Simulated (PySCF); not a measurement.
CH₄FInO, SMILES C[O][InH][F].

The structure is a stationary point at PBE0-D3(BJ)/def2-SVP. The def2 effective core potentials stand for the cores of In; spin–orbit coupling is left out. Other conformers were not sampled.

The numbers are results of ωB97X/def2-TZVP run with PySCF, not measurements.

```json
{
 "total_energy": "-405.81551 hartree",
 "point_group": "Cs",
 "highest_occupied_level": "-10.15 eV",
 "lowest_empty_level": "0.33 eV",
 "orbital_gap": "10.49 eV",
 "dipole_moment": "2.07 D",
 "quadrupole, principal values (traceless, Buckingham form, about the centre of nuclear charge)": "-12.44, 5.35, 7.10 D·Å",
 "mean_static_polarisability": "48.4 bohr³ (7.17 Å³)",
 "polarisability_principal_values": "38.2, 44.1, 62.9 bohr³"
}
```
